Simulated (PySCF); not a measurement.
# MBr₂ across the fifth-period p block

Level: PBE0, basis family def2-TZVP, scalar-relativistic core potentials from Rb on and no relativity for lighter atoms.

Each entry is the lowest minimum that a search over a few typed start shapes (and spin states, where more than one is plausible) found, or that minimum re-optimised at the stated level; isomers with ligand–ligand bonds, or fragments after loss of a ligand pair, can lie lower. Open shells are unrestricted; no spin–orbit coupling; PySCF with density fitting.

```csv
molecule,2S+1,point group,mean bond to the central atom (Å),lowest ω (cm⁻¹),distinct angles (°),gap (eV),atomisation (kJ/mol)
InBr₂,2,C2v,2.505,57,121,–,564
SnBr₂,?,?,?,?,?,?,?
TeBr₂,1,C2v,2.478,85,100,3.63,478
```

(1) Fill in the row of SnBr₂.

Answers

(1) 2S+1: 1; point group: C2v; mean bond to the central atom (Å): 2.519; lowest ω (cm⁻¹): 80; distinct angles (°): 100; gap (eV): 4.50; atomisation (kJ/mol): 695.

The bond length does not run in one direction; the largest change, -0.041 Å, falls between SnBr₂ and TeBr₂ among the members listed.

Left out of the table are members whose search was unfinished or whose lowest solution was spin-contaminated, unstable, very soft or bonded differently.
